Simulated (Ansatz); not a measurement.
`FC#CF` and `FC#[C][GeH2][SiH3]` differ in one atom or group.

Ansatz, PBE0-D4/def2-TZVP geometries, multiplicity 1. 

Scalar relativity is left out up to krypton.

```tsv
property	`FC#CF`
size of the dipole moment (ωB97M-V/def2-TZVPP) / D	0.00
HOMO–LUMO gap (PBE0/def2-TZVPP) / eV	9.13
HOMO energy (PBE0/def2-TZVPP) / eV	-8.21
ideal-gas entropy at 298 K and 1 bar (rigid rotor, harmonic PBE0-D4/def2-TZVP) / J/(mol·K)	248
HOMO energy (ωB97M-V/def2-TZVPP) / eV	-10.52
HOMO–LUMO gap (PBE/def2-TZVPP) / eV	6.42
```

**Question.** Give the same properties after the change, and the shifts. (Best estimate.)

**Answer.** Computed: 
```
                                                                                  property  `FC#[C][GeH2][SiH3]`  shift
                                        size of the dipole moment (ωB97M-V/def2-TZVPP) / D                  0.67   0.67
                                                      HOMO–LUMO gap (PBE0/def2-TZVPP) / eV                  7.88  -1.25
                                                        HOMO energy (PBE0/def2-TZVPP) / eV                 -7.72   0.49
ideal-gas entropy at 298 K and 1 bar (rigid rotor, harmonic PBE0-D4/def2-TZVP) / J/(mol·K)                   377    129
                                                     HOMO energy (ωB97M-V/def2-TZVPP) / eV                 -9.81   0.71
                                                       HOMO–LUMO gap (PBE/def2-TZVPP) / eV                  5.82  -0.60
```

With PBE0 the HOMO rises by 0.49 eV and the LUMO falls by 0.76 eV, so the gap narrows by about 1.25 eV. PBE moves the HOMO by 0.23 eV and ωB97M-V by 0.71 eV. The zero-point energy changes by 102.2 kJ/mol with +17 modes. Modes under 60 cm⁻¹, often nearly free rotors, make the harmonic entropy too high.
